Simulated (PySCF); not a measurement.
Two species compared at the same levels of theory.

First species: C4H12O2SSi.
SMILES with atom numbers: `[CH3:1][O:2][SiH2:3][O:4][CH2:5][C@H:6]([CH3:7])[SH:8]` (hydrogens: H9, H10, H11 on C1; H12, H13 on Si3; H14, H15 on C5; H16 on C6; H17, H18, H19 on C7; H20 on S8)

Geometry (GFN2-xTB, Å), atoms numbered from 1 in this order:
```
atom  x, y, z in Å
C1     4.0270   -0.2296   -0.0884
O2     2.6575   -0.1264    0.1306
Si3    1.5034   -0.7528   -0.8021
O4     0.2189   -0.2986    0.0611
C5    -1.1137   -0.5024   -0.2816
C6    -2.0195    0.1006    0.7855
C7    -3.4893   -0.1469    0.4991
S8    -1.7206    1.9137    0.8655
H9     4.3415   -1.2758   -0.1021
H10    4.5412    0.2903    0.7203
H11    4.3040    0.2245   -1.0428
H12    1.5900   -2.2131   -0.9085
H13    1.4933   -0.1686   -2.1472
H14   -1.3260   -0.0429   -1.2551
H15   -1.3165   -1.5780   -0.3672
H16   -1.7408   -0.3038    1.7622
H17   -3.6972   -1.2147    0.4912
H18   -4.1010    0.3256    1.2634
H19   -3.7601    0.2724   -0.4675
H20   -0.3974    1.7952    0.8808
```

Second species: C8H10Si.
Atom-mapped SMILES: `[CH:1]#[C:2][C:3]1=[C:4]([SiH3:5])[CH2:6][C@H:7]1[CH:8]=[CH2:9]` (hydrogens: H10 on C1; H11, H12, H13 on Si5; H14, H15 on C6; H16 on C7; H17 on C8; H18, H19 on C9)

Structure used (GFN2-xTB), in Å, numbered top down from 1:
```
atom  x, y, z in Å
C1    -1.1121    2.8284    0.8587
C2    -0.8280    1.6948    0.5712
C3    -0.4429    0.3937    0.2518
C4    -1.0632   -0.6895   -0.2640
Si5   -2.8053   -1.0659   -0.8189
C6     0.1924   -1.5308   -0.2172
C7     0.9126   -0.2851    0.3747
C8     1.9877    0.3041   -0.4673
C9     3.1787    0.6562   -0.0186
H10   -1.3842    3.8112    1.1040
H11   -2.7693   -1.4995   -2.2197
H12   -3.3385   -2.1543    0.0075
H13   -3.6157    0.1411   -0.6694
H14    0.1470   -2.3894    0.4518
H15    0.5692   -1.8546   -1.1869
H16    1.2525   -0.4139    1.4050
H17    1.7262    0.4490   -1.5081
H18    3.9271    1.0860   -0.6622
H19    3.4561    0.5277    1.0152
```

Levels: PBE0/pcSseg-1 for HOMO energy, LUMO energy and HOMO–LUMO gap. Geometries: GFN2-xTB. Each species is one conformer at its optimised geometry, gas phase, non-relativistic unless stated; the electronic structure was computed with PySCF and density fitting.

The conformers computed, where there is a choice (atom-mapped SMILES and torsion angles):
- `[CH:1]#[C:2][C:3]1=[C:4]([SiH3:5])[CH2:6][C@H:7]1[CH:8]=[CH2:9]`: C6–C7–C8–C9 -134°

The conformers of `CO[SiH2]OC[C@H](C)S` aren't listed.

Values for the first species:

| Quantity | Value |
| --- | --- |
| HOMO energy | -6.59 eV |
| LUMO energy | 0.54 eV |
| HOMO–LUMO gap | 7.13 eV |

Question: Estimate the same properties for the second species, and the change in each.

Answer: 
| property | first | second | second less first |
| --- | --- | --- | --- |
| HOMO energy | -6.59 eV | -6.92 eV | -0.33 eV |
| LUMO energy | 0.54 eV | -1.21 eV | -1.75 eV |
| HOMO–LUMO gap | 7.13 eV | 5.71 eV | -1.42 eV |

